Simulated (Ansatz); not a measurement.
A search over several starts for the lowest SCF solution of the cluster GaCl3⁻ at the given spin, in a small basis.

```yaml
crystal:
  periodic: [false, false, false]
  atoms:
    - {symbol: Ga, position_ang: [0.000418, -0.000203, -0.000102]}
    - {symbol: Cl, position_ang: [1.219604, -0.702679, -1.586859]}
    - {symbol: Cl, position_ang: [-1.213622, 1.717282, -0.275890]}
    - {symbol: Cl, position_ang: [-0.006390, -1.014400, 1.862841]}
basis:
  gaussian: {orbitals: def2-SVP}
total_charge: -1
magnetization: {spin_polarized: true, initial_magnetization: 1}
hamiltonian: {xc: pbe0, dispersion: d4}
output: {orbitals: {seedname: orbitals}}
```

```sh
$ ansatz run in.yaml --threads 4 --pin off --events-out ev --progress --plain --max-ram 3916MiB
```

It prints (some lines left out):

```
Functional definition: PBE0
793 factors; integrals over basis functions are off by at most 6.0e-4 eV
mean field evaluation 1: about -89912.2583 eV, gradient 1.3e1 eV
mean field evaluation 2: about -89911.9321 eV, gradient 1.8e1 eV
mean field evaluation 4: about -89912.7643 eV, gradient 3.9e-1 eV
mean field evaluation 8: about -89912.7970 eV, gradient 1.3e-2 eV
mean field evaluation 16: about -89912.7970 eV, gradient 1.6e-4 eV
mean field -89912.79696232 eV, -3304.2343432826 hartree, gradient 2.5e-5 eV, S^2 0.752748; 2 other end points of the search recorded, 0 dependent functions left out
reference -89912.79699123 eV, -3304.2343443450 hartree; 42, 41 occupied and 44, 45 virtual orbitals, 793 factors
Total energy: -89912.93565151 eV, -3304.2394400161 hartree
```

It took 2.3 s on 4 threads of Arm Neoverse V1 on a shared host.

The highest occupied level of the charge -1 doublet lies above zero (up to 2.10 eV). By energy differences its removal costs 0.57 eV (vertical, to the charge 0 singlet, at PBE0-D4/def2-TZVPD). The structure comes from a short search, and lower isomers may exist.
